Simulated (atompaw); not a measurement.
## Before and after: PAW (atompaw) potential for Mo

- Element: molybdenum (Mo)
- Generator: atompaw 4.2.0.5
- Type: PAW
- Functional: PBE
- Relativity: scalar-relativistic
- Frozen core: [Kr]
- Valence charge: 6
- Reference configuration: 4d5 5s0 5p0 (charge +1)
- Partial waves: 5s (bound, empty): rc 3.00 bohr; 5s channel at -0.25 Ry: rc 2.90 bohr; 5p (bound, empty): rc 3.00 bohr; 5p channel at 0.45 Ry: rc 3.00 bohr; 4d (bound): rc 3.00 bohr; 4d channel at -0.35 Ry: rc 3.00 bohr
- Local potential: troulliermartins scheme with l = 3 at 0.5 Ry, radius 2.00 bohr
- Core correction: smooth core density matched at 2.75 bohr
- Augmentation charge: besselshape compensation charge, radius 2.30 bohr; PAW radius 3.00 bohr; waves and projectors: custom polynom2 7 10 vanderbiltortho

Change: all radii scaled by about 0.94 (s 2.82, p 2.82, d 2.82 bohr); local potential troulliermartins scheme with l = 3 at 0.5 Ry, radius 1.88 bohr; augmentation besselshape compensation charge, radius 2.16 bohr; PAW radius 2.82 bohr; waves and projectors: custom polynom2 7 10 vanderbiltortho; core correction smooth core density matched at 2.58 bohr.

Cutoffs: the cutoffs (Ry, on a coarse ladder) from which the occupation-weighted sum of valence levels, in a spherical-Bessel basis at the reference potential, stays within 10 and 1 mRy of its value at 400 Ry; they do not see the model core or the augmentation charge, which bear on the density cutoff.

**Question.** What does the change do?

**Answer.** The potential gets harder (18 Ry and 40 Ry → 25 Ry and 50 Ry); both files keep a bound ghost (p, s). A smaller radius makes the pseudo-wave follow the all-electron one further in, where it bends more sharply, so more plane waves are needed.

| quantity | base | changed |
| --- | --- | --- |
| cutoff, loose | 18 Ry | 25 Ry |
| cutoff, tight | 40 Ry | 50 Ry |
| bound ghosts | s, p | s, p |
| lowest overlap eigenvalue by channel | s 0.47, p 0.98, d 0.94 | s 0.16, p 1.00, d 0.93 |

 A true bound ghost makes a file unfit for plane-wave use even where its test errors are small: the radial tests pick states by their node count and pass the ghost by. The cutoffs see the waves, projectors and local potential, not the compensation charge or the core.
